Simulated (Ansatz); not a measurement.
Basis-set extrapolation for `[SiH3][N]1[CH2][AlH]1` (PBE0-D4/def2-TZVP geometry, frozen core, Ansatz). Multiplicity 1, RHF reference.

|  | def2-TZVPP | def2-QZVPP |
| --- | --- | --- |
| HF | -626.688886 | -626.710087 |
| MP2 correlation | -0.579684 | -0.619518 |
| CCSD(T) correlation | -0.646062 | not run |

Energies in hartree. Use E(X) = E(∞) + A·exp(−7.88·√X) for Hartree–Fock and E(X) = E(∞) + B·X^(−2.97) for correlation, with X = 3 and 4, and add CCSD(T) minus MP2 of the smaller set to the MP2 limit.

Question: What is the CCSD(T) energy at the basis-set limit?

Answer: HF limit: -626.710087 + (-0.021201) × 0.13774 = -626.71301. MP2 limit: -0.619518 + (-0.039834) × 0.74074 = -0.64902. Higher-order term: -0.646062 − (-0.579684) = -0.06638. Total: -627.42841 hartree, 245.4 kJ/mol below CCSD(T)/def2-TZVPP.
